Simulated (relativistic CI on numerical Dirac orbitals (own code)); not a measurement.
**Fe²⁺: calculation against measurement**

Calculated at this level of theory: Dirac-Coulomb-Breit CI, separate exchange-only KLI orbitals for each configuration, model QED, valence Slater integrals scaled by 0.85, P86 correlation energy added to each configuration (own radial code, finite nucleus).

Configurations in the expansion (outside the closed core [Ar]): 3d⁶, 3d⁵4s, 3d⁵4p, 3d⁴4s², 3d⁵4d, 3d⁵5s, 3d⁵5p, 3d⁴4s4p, 3d⁵4f, 3d⁵5d, 3d⁵6s, 3d⁵6p, 3d⁵5f, 3d⁵5g, 3d⁵6d, 3d⁵6f, 3d⁴4p², 3d⁴4s4d. Levels of other configurations are missing.

| Configuration | Term (tabulated) | J | Measured (cm⁻¹) | Computed | Error | Purity (%) |
| --- | --- | --- | --- | --- | --- | --- |
| 3d⁶ | 5D | 4 | 0.0 | 0 | 0 | 99 |
| 3d⁶ | 5D | 3 | 436.2 | 410 | -26 | 99 |
| 3d⁶ | 5D | 2 | 738.9 | 697 | -42 | 99 |
| 3d⁶ | 5D | 1 | 932.4 | 881 | -51 | 99 |
| 3d⁶ | 5D | 0 | 1027.3 | 971 | -56 | 99 |
| 3d⁶ | 3P2 | 2 | 19404.8 | 21182 | 1777 | 99 |
| 3d⁶ | 3H | 6 | 20051.1 | 19349 | -702 | 100 |
| 3d⁶ | 3H | 5 | 20300.8 | 19593 | -708 | 99 |
| 3d⁶ | 3H | 4 | 20481.9 | 19777 | -705 | 98 |
| 3d⁶ | 3P2 | 1 | 20688.4 | 22389 | 1700 | 99 |
| 3d⁶ | 3P2 | 0 | 21208.5 | 22878 | 1669 | 99 |
| 3d⁶ | 3F2 | 4 | 21462.2 | 22103 | 641 | 95 |
| 3d⁶ | 3F2 | 3 | 21699.9 | 22338 | 639 | 97 |
| 3d⁶ | 3F2 | 2 | 21857.2 | 22504 | 646 | 100 |
| 3d⁶ | 3G | 5 | 24558.8 | 24366 | -193 | 99 |
| 3d⁶ | 3G | 4 | 24940.9 | 24751 | -189 | 95 |
| 3d⁶ | 3G | 3 | 25142.4 | 24944 | -198 | 97 |
| 3d⁵4s | 7S | 3 | 30088.8 | 28262 | -1827 | 100 |
| 3d⁶ | 1I | 6 | 30356.2 | 29094 | -1263 | 100 |
| 3d⁶ | 3D | 2 | 30716.2 | 31277 | 561 | 99 |
| 3d⁶ | 3D | 1 | 30725.8 | 31269 | 543 | 99 |
| 3d⁶ | 3D | 3 | 30857.8 | 31393 | 535 | 99 |
| 3d⁶ | 1G2 | 4 | 30886.4 | 30744 | -142 | 99 |
| 3d⁶ | 1S2 | 0 | 34812.4 | 35510 | 698 | 99 |
| 3d⁶ | 1D2 | 2 | 35803.7 | 38171 | 2368 | 99 |
| 3d⁵4s | 5S | 2 | 40999.9 | 39039 | -1961 | 99 |
| 3d⁶ | 1F | 3 | 42896.9 | 43945 | 1048 | 99 |
| 3d⁶ | 3P1 | 0 | 49148.0 | 50676 | 1528 | 99 |
| 3d⁶ | 3P1 | 1 | 49576.9 | 51084 | 1507 | 99 |
| 3d⁶ | 3F1 | 2 | 50184.9 | 50932 | 747 | 99 |
| 3d⁶ | 3F1 | 4 | 50276.1 | 51013 | 737 | 99 |
| 3d⁶ | 3F1 | 3 | 50295.2 | 51032 | 737 | 98 |
| 3d⁶ | 3P1 | 2 | 50412.3 | 51874 | 1462 | 99 |
| 3d⁶ | 1G1 | 4 | 57221.7 | 57937 | 715 | 99 |
| 3d⁵4s | 5G | 6 | 63425.2 | 60826 | -2599 | 100 |
| 3d⁵4s | 5G | 5 | 63466.4 | 60867 | -2599 | 100 |
| 3d⁵4s | 5G | 4 | 63486.8 | 60889 | -2597 | 100 |
| 3d⁵4s | 5G | 3 | 63494.0 | 60899 | -2595 | 100 |
| 3d⁵4s | 5G | 2 | 63494.6 | 60902 | -2592 | 99 |
| 3d⁵4s | 5P | 3 | 66464.6 | 65528 | -936 | 94 |
| 3d⁵4s | 5P | 2 | 66522.9 | 65584 | -939 | 95 |
| 3d⁵4s | 5P | 1 | 66591.7 | 65656 | -935 | 98 |
| 3d⁵4s | 5D | 4 | 69695.7 | 68346 | -1350 | 99 |
| 3d⁵4s | 5D | 0 | 69747.4 | 68399 | -1349 | 99 |
| 3d⁵4s | 5D | 1 | 69788.2 | 68442 | -1347 | 97 |
| 3d⁵4s | 5D | 3 | 69836.8 | 68492 | -1345 | 94 |
| 3d⁵4s | 5D | 2 | 69837.8 | 68494 | -1344 | 95 |
| 3d⁵4s | 3G | 5 | 70694.0 | 68035 | -2659 | 99 |
| 3d⁵4s | 3G | 3 | 70725.0 | 68074 | -2651 | 99 |
| 3d⁵4s | 3G | 4 | 70728.8 | 68069 | -2660 | 98 |
| 3d⁵4s | 3P | 2 | 73727.6 | 72741 | -987 | 93 |
| 3d⁵4s | 3P | 1 | 73849.1 | 72858 | -991 | 95 |
| 3d⁵4s | 3P | 0 | 73936.0 | 72948 | -988 | 98 |
| 3d⁵4s | 3D | 3 | 76956.8 | 75545 | -1412 | 99 |
| 3d⁵4s | 3D | 1 | 77075.3 | 75673 | -1402 | 96 |
| 3d⁵4s | 3D | 2 | 77102.4 | 75699 | -1404 | 94 |
| 3d⁵4s | 3I | 7 | 79840.1 | 75784 | -4056 | 100 |
| 3d⁵4s | 3I | 6 | 79844.7 | 75798 | -4047 | 99 |
| 3d⁵4s | 3I | 5 | 79860.4 | 75817 | -4043 | 99 |
| 3d⁵4p | 7P° | 2 | 82001.7 | 79527 | -2475 | 100 |
| 3d⁵4p | 7P° | 3 | 82333.9 | 79830 | -2504 | 99 |
| 3d⁵4s | 3D | 1 | 82494.9 | 82371 | -124 | 69 |
| 3d⁵4p | 7P° | 4 | 82846.6 | 80284 | -2562 | 100 |
| 3d⁵4s | 5F | 5 | 83138.2 | 81493 | -1645 | 99 |
| 3d⁵4s | 5F † | 4 | 83161.5 | 81530 | -1631 | 98 |
| 3d⁵4s | 5F † | 3 | 83237.9 | 81733 | -1505 | 57 |
| 3d⁵4s | 5F † | 1 | 83647.0 | 81221 | -2426 | 68 |

Measured levels from Corliss and Sugar, J. Phys. Chem. Ref. Data 11, 135 (1982); pairs were made by configuration, J and term (by order where the table uses no LS term), so strongly mixed levels may be paired wrongly.

Mean error by configuration (cm⁻¹): 3d⁶ 516; 3d⁵4s -1910; 3d⁵4p -2514. Over the excited levels the mean absolute error is 1388 cm⁻¹ (66 of the 69 excited levels that our extract of the source holds in range could be paired, and the others can miss by more), and the median relative error of those above 1,000 cm⁻¹ is 2.9 %. † marks terms whose computed intervals miss the measured ones by more than a factor of 2.5, or configurations far off the rest, from wrong mixing, a near crossing or a doubtful label or measurement; they are left out of the means.
